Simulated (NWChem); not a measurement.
Correlation energy of Te (+1)

```xyz
1

Te     0.0000     0.0000     0.0000
```
Charge +1, spin multiplicity 4.

The numbers come from NWChem runs, not from measurements.

Basis set: def2-TZVP. Each correlation energy counts from its own Hartree-Fock reference.

Effective core potentials replace the inner electrons of Te; spin-orbit coupling is left out. The correlated methods keep 4 core orbitals frozen. No SCF solution was tested for a lower state. Open-shell Hartree-Fock references start from PBE0 orbitals. Coupled-cluster values serve here as a point of comparison, not as the truth.

Problem. One of these methods gave a correlation energy of -373.9 mHa. Which?
(A) CCSD on ROHF
(B) CCSD[T] on UHF
(C) SCS-UMP2
(D) CCSD[T] on ROHF

Solution. D, CCSD[T] on ROHF. The others give -371.8 (CCSD[T] on UHF), -334.4 (SCS-UMP2), -368.2 (CCSD on ROHF).
